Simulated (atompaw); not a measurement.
## Scattering properties, PAW (atompaw) potential for Cr (Z = 24)

Cr (Z = 24), PAW, made with atompaw 4.2.0.5 (PBE, scalar-relativistic). Core [Ne] 3s2, reference 3p6 3d5 4s0.75 4p0 (charge +0.25). Waves: 4s (bound): rc 3.00 bohr; 4s channel at 4.1 Ry: rc 3.00 bohr; 3p (bound): rc 1.45 bohr; 4p (bound, empty): rc 1.60 bohr; 3d (bound): rc 1.40 bohr; 3d channel at 0.05 Ry: rc 1.40 bohr; 4f channel at 0.2 Ry: rc 3.00 bohr. Local part: vpsmatchnc scheme with l = 4 at 0 Ry, radius 2.65 bohr. Core correction: smooth core density matched at 1.75 bohr. Augmentation charge: sinc compensation charge, radius 2.85 bohr; PAW radius 3.00 bohr; waves and projectors: custom polynom2 7 10 vanderbiltortho.

The phase is arctan(r·u′/u) with u = r·R(r), unwrapped; energies in Ry, scanned from -5 to 5 Ry. A pole is an energy at which the radial function vanishes at the test radius. The pseudo phase is shifted by a multiple of π to meet the all-electron one at the reference energy, and phase errors are pseudo minus all-electron; the curves can meet again beyond the range given. Levels narrower than the energy grid can be missing from the lists of poles.

```csv
channel,radius (bohr),reference energy (Ry),"poles, all-electron","poles, pseudo",unbroken range about the reference energy with phases within 0.05 rad,phase error 1 Ry above the reference energy (rad)
s,3.01,-0.40,0.91,"0.80, 3.62",below 1.8,-0.019
p,3.01,-0.16,"-3.46, 1.70","-3.46, 1.71",below 3.8,+0.001
d,3.01,-0.33,"-0.20, 3.11","-0.20, 3.17",below 4.6,+0.000
f,3.01,0.20,3.50,none,below 1.1,+0.065
```

Phases in the d channel:

| E (Ry) | all-electron | pseudo |
| --- | --- | --- |
| -5.00 | 1.423 | 1.423 |
| -4.52 | 1.415 | 1.415 |
| -4.04 | 1.406 | 1.406 |
| -3.56 | 1.395 | 1.395 |
| -3.08 | 1.382 | 1.382 |
| -2.60 | 1.366 | 1.366 |
| -2.12 | 1.343 | 1.343 |
| -1.64 | 1.311 | 1.311 |
| -1.16 | 1.256 | 1.256 |
| -0.68 | 1.095 | 1.095 |
| -0.20 | -1.582 | -1.582 |
| 0.28 | -1.926 | -1.926 |
| 0.76 | -2.263 | -2.262 |
| 1.24 | -3.371 | -3.365 |
| 1.72 | -4.284 | -4.279 |
| 2.20 | -4.537 | -4.532 |
| 2.68 | -4.648 | -4.643 |
| 3.16 | -4.719 | -4.711 |
| 3.64 | -4.777 | -4.765 |
| 4.12 | -4.839 | -4.819 |
| 4.60 | -4.928 | -4.884 |
